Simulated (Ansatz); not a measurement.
Born–Oppenheimer molecular dynamics of AsBF2H4O (9 atoms, charge 0, multiplicity 1). It starts at the highest image of a converged band, a first-order saddle point between two minima.

Method: Ansatz 0.2.0, RKS PBE-D4/def2-SVP.

```json
{
 "ensemble": "NVE (velocity Verlet)",
 "time step": "0.5 fs",
 "steps asked": "200",
 "starting velocities drawn for": "100 K",
 "seed": "11678"
}
```

First frame:

```xyz
9
Properties=species:S:1:pos:R:3
B -0.594 -0.770 0.205
O -1.272 0.608 0.253
F -0.926 -1.460 -0.915
F -0.643 -1.397 1.395
H -0.025 0.722 0.066
As 1.645 -0.183 -0.071
H -1.701 0.759 -0.616
H 1.875 0.940 0.955
H 1.641 0.781 -1.271
```

Task: How far do the bonds stretch over the last three quarters of this one trajectory? (Pairs bonded in most of those frames.)

Result: 
| bond | mean (Å) | spread (Å) | shortest | longest |
| --- | --- | --- | --- | --- |
| B1–F3 | 1.357 | 0.034 | 1.30 | 1.41 |
| B1–F4 | 1.345 | 0.029 | 1.29 | 1.40 |
| B1–As6 | 2.076 | 0.041 | 2.02 | 2.17 |
| O2–H5 | 0.978 | 0.021 | 0.94 | 1.02 |
| O2–H7 | 0.976 | 0.011 | 0.96 | 1.00 |
| As6–H8 | 1.542 | 0.024 | 1.51 | 1.58 |
| As6–H9 | 1.543 | 0.007 | 1.53 | 1.56 |

Mean temperature of the second half: 361 K. The conserved energy stayed within 0.062 meV per atom of its start (net change -0.015 meV per atom), so the integration is sound. The system heated up, since it started high on the potential surface and ran downhill. A run of 0.1 ps of so small a system gives no equilibrium averages. The orbitals stay closed-shell, which can raise the energy where a bond breaks towards radicals; this wasn't checked here.

The run took 5 min on 2 threads of Arm Neoverse V2 (shared host), peak memory 0.14 GiB.
